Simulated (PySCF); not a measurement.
SMILES OC(=O)C[SiH2]c1ccccc1 (C8H10O2Si), GFN2-xTB optimised geometry.

```
21

O      1.61    -2.72    -0.36
C      0.45    -3.03    -0.26
O     -0.12    -3.89    -1.13
C     -0.52    -2.53     0.74
Si    -1.50    -1.06    -0.02
C     -0.49     0.53     0.00
C     -1.15     1.76     0.00
C     -0.44     2.95     0.00
C      0.95     2.93     0.00
C      1.61     1.72     0.00
C      0.90     0.53     0.00
H      0.53    -4.17    -1.79
H     -1.22    -3.32     0.98
H      0.01    -2.20     1.63
H     -1.91    -1.42    -1.39
H     -2.69    -0.90     0.83
H     -2.23     1.78     0.00
H     -0.97     3.89     0.00
H      1.50     3.86     0.00
H      2.69     1.69     0.00
H      1.44    -0.41     0.00
```

Density from CAM-B3LYP/def2-SVP in PySCF at that geometry.

Minimum of the electron density along straight lines between bonded atoms, close to the bond critical point (lines longer than 1.1 times the sum of covalent radii, or with two minima, are not listed):

```csv
bond,length / Å,ρ at the minimum / e bohr⁻³,∇²ρ there / e bohr⁻⁵,position (fraction from the first atom)
O1–C2,1.205,0.420,(withheld),0.67
C2–O3,1.347,0.301,-0.42,0.34
C2–C4,1.478,0.271,(withheld),0.53
C4–Si5,1.923,0.105,0.30,0.62
Si5–C6,1.885,0.116,0.33,0.38
C6–C7,1.395,0.307,-0.77,0.50
C7–C8,1.382,0.316,-0.83,0.50
C8–C9,1.386,0.314,-0.82,0.50
C9–C10,1.384,0.315,-0.83,0.50
C6–C11,1.394,0.307,-0.77,0.50
C10–C11,1.384,0.315,-0.82,0.50
O3–H12,0.970,0.345,(withheld),0.82
C4–H13,1.086,0.275,-1.01,0.64
C4–H14,1.087,0.275,-1.02,0.64
Si5–H15,1.468,0.118,0.32,0.49
Si5–H16,1.469,0.117,0.32,0.49
C7–H17,1.081,0.284,-1.09,0.63
C8–H18,1.081,0.283,-1.09,0.63
C9–H19,1.080,0.284,-1.09,0.63
C10–H20,1.080,0.284,-1.09,0.63
C11–H21,1.080,0.288,-1.14,0.65
```

Question: What belongs in the gaps?

Answer: 
- O1–C2, ∇²ρ there / e bohr⁻⁵: 0.24
- C2–C4, ∇²ρ there / e bohr⁻⁵: -0.68
- O3–H12, ∇²ρ there / e bohr⁻⁵: -2.36
